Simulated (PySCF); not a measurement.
# Zr(OH)₃: fields on a plane

Computed with UPBE0 in PySCF with Zr def2-SVP with ECP28, O def2-SVP, H def2-SVP; scalar-relativistic core potentials, no spin–orbit coupling; density-fitted integrals.

The doublet minimum has O–H 0.955 Å (×3), Zr–O 1.925 Å (×3); H–O–Zr 180.0° (×3), O–Zr–O 120.0° (×3).

The plane holds Zr1 at (0.00, 0.00), O2 at (1.93, 0.00), O3 at (-0.96, 1.67), O4 at (-0.96, -1.67), H5 at (2.88, 0.00), H6 at (-1.44, 2.49), H7 at (-1.44, -2.49) Å. Columns run from x = -3.45 to 5.25 Å, rows from y = 4.65 (top) to -4.35 Å, in steps of 0.3 Å. Other isomers or separated fragments may lie lower. Core electrons replaced by a potential are absent, the electrostatic potential uses the reduced nuclear charge, and values within about 0.7 Å of such atoms have no physical meaning.

Task: Give the spin density (e/Å³) (cut at ±0.5 e/Å³). Lower edges of the bins (e/Å³): '0' -0.020, '1' 0.001, '2' 0.022, '3' 0.044, '4' 0.065, '5' 0.086, '6' 0.108, '7' 0.129, '8' 0.150, '9' 0.172; top 0.19.

Result: 
```
000000000000000000000000000000
000000000000000000000000000000
000000000000000000000000000000
000000000000000000000000000000
000000000000000000000000000000
000000000000000000000000000000
000000000000000000000000000000
000000110000000000000000000000
000000110000000000000000000000
000000000000000000000000000000
000000000000000000000000000000
000000000001110000000000000000
000000000111111000000000000000
000000001135531100000000000000
000000011389973110000000000000
000000011591195110001110000000
000000011591195110001110000000
000000011389973110000000000000
000000001135531100000000000000
000000000111111000000000000000
000000000001110000000000000000
000000000000000000000000000000
000000000000000000000000000000
000000110000000000000000000000
000000110000000000000000000000
000000000000000000000000000000
000000000000000000000000000000
000000000000000000000000000000
000000000000000000000000000000
000000000000000000000000000000
000000000000000000000000000000
```

Task: Give the electrostatic potential (V) (cut at 20 V). Lower edges of the bins (V): '_' -1.02, '.' -0.90, ':' -0.70, '-' -0.39, '=' 0.11, '+' 0.89, '*' 2.13, '#' 4.10, '%' 7.22, '@' 12.16; top 20.0, each point printed twice.

Result: 
```
========================------------------------------------
========================------------------------------------
==========++++++========------------------------------------
========++++++++++======------------------------------------
======++++******++++==--------------------------------------
======++****####**++==--------------------------------------
====++++**##@@@@%%**==::::::::------------------------------
======++**%%@@@@@@##==::__..::------------------------------
======++**##@@@@@@@@##--__..--------::------------==========
----======**%%@@@@@@@@++----==----::::::--------============
----------++%%@@@@@@@@##++++++==--::....::----==============
------::..--##@@@@@@@@######**++==::__..::--================
----::..____==##@@@@@@@@@@@@%%**++--::::--==++++++==========
----::::..::==**%%@@@@@@@@@@@@%%****##**********++++========
------::--==++##%%@@@@@@@@@@@@@@%%@@@@@@%%%%%%##**++++======
----------==**##@@@@@@@@@@@@@@@@@@@@@@@@@@@@@@%%**++++======
----------==**##@@@@@@@@@@@@@@@@@@@@@@@@@@@@@@%%**++++======
------::--==++##%%@@@@@@@@@@@@@@%%@@@@@@%%%%%%##**++++======
----::::..::==**%%@@@@@@@@@@@@%%****##**********++++========
----::..____==##@@@@@@@@@@@@%%**++--::::--==++++++==========
------::..--##@@@@@@@@######**++==::__..::--================
----------++%%@@@@@@@@##++++++==--::....::----==============
----======**%%@@@@@@@@++----==----::::::--------============
======++**##@@@@@@@@##--__..--------::------------==========
======++**%%@@@@@@##==::__..::------------------------------
====++++**##@@@@%%**==::::::::------------------------------
======++****####**++==--------------------------------------
======++++******++++==--------------------------------------
========++++++++++======------------------------------------
==========++++++========------------------------------------
========================------------------------------------
```

Open d and f shells are described by one determinant, and the ground state may have another occupation or spin.
